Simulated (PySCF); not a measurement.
Ligands exchanged one at a time, Al H-CH3. All species are isolated molecules in the gas phase. Strings in code marks are SMILES.

The HOMO–LUMO gap from two functionals at the same geometries (M06-2X/def2-TZVP), both in PySCF: PBE-D3(BJ)/def2-TZVP and B3LYP-D3(BJ)/def2-TZVP. B3LYP has the VWN-RPA correlation part, as in Gaussian. 

```json
[
 {"species": "0 of 3 H replaced by CH3 (`[AlH3]`)", "PBE-D3(BJ)/def2-TZVP (eV)": "4.79"},
 {"species": "1 of 3 H replaced by CH3", "PBE-D3(BJ)/def2-TZVP (eV)": "4.75"},
 {"species": "2 of 3 H replaced by CH3 (`[CH3][AlH][CH3]`)", "PBE-D3(BJ)/def2-TZVP (eV)": "4.89"},
 {"species": "3 of 3 H replaced by CH3 (`[CH3][Al]([CH3])[CH3]`)", "PBE-D3(BJ)/def2-TZVP (eV)": "5.13"}
]
```

### Question
What does B3LYP-D3(BJ)/def2-TZVP give for each?

### Answer

- 0 of 3 H replaced by CH3 (`[AlH3]`): 6.44
- 1 of 3 H replaced by CH3: 6.35
- 2 of 3 H replaced by CH3 (`[CH3][AlH][CH3]`): 6.48
- 3 of 3 H replaced by CH3 (`[CH3][Al]([CH3])[CH3]`): 6.74
Over these rows, drawn at random from the members with no instability flagged (it was tested for open shells, ions and some series alone), PBE minus B3LYP-D3(BJ): mean -1.61 eV, from -1.65 eV to -1.59 eV.
